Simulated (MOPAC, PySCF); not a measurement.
CH₄B₂O, SMILES `CBB=O` (C–B–B–O torsion 13°), neutral singlet in the gas phase. 

Cartesian coordinates (Å):
SMILES: CBB=O
```xyz
8

C     -1.0354    -0.2393    -0.2088
B      0.2756     0.5845    -0.1724
B      1.7883    -0.1389    -0.2240
O      2.8718    -0.6647    -0.2598
H     -0.9598    -1.2743     0.1236
H     -1.2854    -0.2811    -1.2845
H     -1.8847     0.2529     0.2672
H      0.2310     1.7757    -0.1693
```
Charge 0, multiplicity 1.

All levels are single points at this geometry (B3LYP-D3(BJ)/def2-TZVP); Pople sets use spherical d functions. Orbital energies aren't observables, and empty levels follow the basis.

B3LYP/3-21G in PySCF gives HOMO (eV) = -9.26.

Q: Estimate the HOMO (eV) from each of these levels: B3LYP-D3(BJ)/def2-TZVP in PySCF; PBE-D3(BJ)/def2-TZVP in PySCF; M06-2X/6-31G* in PySCF; PBE/6-31G* in PySCF; PM6 in MOPAC.

A: 
```csv
level,HOMO (eV)
B3LYP-D3(BJ)/def2-TZVP in PySCF,-9.43
PBE-D3(BJ)/def2-TZVP in PySCF,-8.17
M06-2X/6-31G* in PySCF,-10.85
PBE/6-31G* in PySCF,-7.86
PM6 in MOPAC,-10.75
```
